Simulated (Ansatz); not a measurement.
`[Cl][Ga]([Br])[Br]` + NH₃ → `[NH2][Ga]([Br])[Br]` + HCl at 400 K and 1 bar (ligand exchange at a Ga–Cl bond).

Program: Ansatz. Geometries: PBE0-D4/def2-TZVP. ΔE: electronic, gas phase. CCSD(T)/CBS is the MP2 limit (def2-TZVPP, def2-QZVPP) plus CCSD(T) − MP2 in def2-TZVPP, frozen cores. This one scheme is used for every species. For Br, Ga outer-core shells are correlated without core-valence functions, which leaves a few kJ/mol of doubt a bond. Scalar relativity is left out up to krypton. Each species was taken in one conformer, which may not be the lowest.

| species | CCSD(T)/CBS energy (Eh) | H − E (kJ/mol) | S (J/(mol·K)) |
| --- | --- | --- | --- |
| `[Cl][Ga]([Br])[Br]` | -7530.52317 | 34.8 | 381.1 |
| NH₃ | -56.50880 | 104.2 | 203.1 |
| `[NH2][Ga]([Br])[Br]` | -7126.62711 | 101.5 | 401.7 |
| HCl | -460.38127 | 29.6 | 195.4 |

H − E and S are ideal-gas, rigid-rotor, harmonic terms from PBE0-D4/def2-TZVP, for one conformer and one mirror image of each species. 1 Eh = 2625.50 kJ/mol, R = 8.31446 J/(mol·K).

Q: By hand: ΔE, ΔH, ΔS and ΔG.

A: ΔE = (-7126.62711) + (-460.38127) − (-7530.52317) − (-56.50880) = 0.02359 Eh = 61.9 kJ/mol. Δ(H − E) = 101.5 + 29.6 − 34.8 − 104.2 = -7.9, so ΔH = 54.0 kJ/mol. ΔS = 401.7 + 195.4 − 381.1 − 203.1 = 12.9 J/(mol·K). ΔG = 54.0 − 400 × (12.9)/1000 = 48.8 kJ/mol.

Q: By hand: the equilibrium constant, and the temperature at which ΔG would vanish if ΔH and ΔS stayed fixed.

A: log₁₀ K = −ΔG/(RT ln 10) = -6.4. ΔG = 0 at ΔH/ΔS = 4186 K, far beyond where these terms or the molecules hold.

The number of gas molecules stays the same, so ΔS is small and ΔH decides. A doubt of 5 kJ/mol in ΔE shifts log₁₀ K by 0.7 here. Other conformers and mirror images would add mixing entropy, several J/(mol·K) or more a flexible species. Modes under 60 cm⁻¹, often nearly free rotors, make the harmonic entropy too high. These are equilibria of isolated gas molecules and say nothing of rates. Largest T1 diagnostic: 0.010 (customary marks: 0.02 for closed shells, 0.045 for open ones).
